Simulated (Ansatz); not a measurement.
The pair A = CH2O (SMILES C=O) (first 4 atoms), B = GeH4 (SMILES [GeH4]); geometry from B3LYP-D3(BJ)/def2-TZVP.
(charge 0, multiplicity 1):
```xyz
9

C      0.491    -0.577     0.391
O      0.435     0.476     0.961
H      0.726    -0.645    -0.689
H      0.311    -1.535     0.914
Ge    -0.265     0.028     4.115
H     -0.598    -0.299     5.583
H     -0.247    -1.292     3.327
H      1.115     0.695     4.051
H     -1.343     0.960     3.552
```

Correlated levels freeze the cores. Filled d and f shells under p-block atoms count as core. MP2 and its Hartree–Fock in aug-cc-pVQZ, aug-cc-pVTZ are density fitted.

The values were computed with Ansatz (a program for electronic structure) with Gaussian orbitals. 

The counterpoise-corrected interaction energy is E(AB) − E(A in the pair's basis) − E(B in the pair's basis). Total energies (hartree):

| level | AB | A in the pair's basis | B in the pair's basis |
|---|---|---|---|
| HF/aug-cc-pVTZ | -2191.6323169 | -113.9142279 | -2077.7180863 |
| MP2/aug-cc-pVTZ | -2192.1785748 | -114.3162713 | -2077.8593832 |
| HF/aug-cc-pVQZ | -2191.6437312 | -113.9216130 | -2077.7220860 |
| MP2/aug-cc-pVQZ | -2192.2223815 | -114.3484322 | -2077.8708805 |
| MP2/aug-cc-pVDZ | -2191.9834260 | -114.2185655 | -2077.7623300 |
| CCSD(T)/aug-cc-pVDZ | -2192.0432772 | -114.2449108 | -2077.7958452 |

**Question.** Work out the counterpoise-corrected interaction energy at the basis-set limit: extrapolate the MP2 correlation part as X⁻³, take Hartree–Fock from the larger set, and add the CCSD(T) − MP2 difference of aug-cc-pVDZ.

**Answer.** 
1. Differences (1 hartree = 627.509 kcal/mol): HF/aug-cc-pVTZ -0.002; MP2/aug-cc-pVTZ -1.833; HF/aug-cc-pVQZ -0.020; MP2/aug-cc-pVQZ -1.926; MP2/aug-cc-pVDZ -1.588; CCSD(T)/aug-cc-pVDZ -1.582.
2. Correlation parts, MP2 less HF: -1.831 in aug-cc-pVTZ (X = 3), -1.906 in aug-cc-pVQZ (X = 4).
3. Limit (4³·(-1.906) − 3³·(-1.831))/(4³ − 3³) = -1.960; with HF/aug-cc-pVQZ it gives -1.980.
4. CCSD(T) less MP2 in aug-cc-pVDZ: 0.006.
Result: -1.97 kcal/mol, against -1.83 at MP2/aug-cc-pVTZ. It is an estimate of this method's limit, not of the exact value.
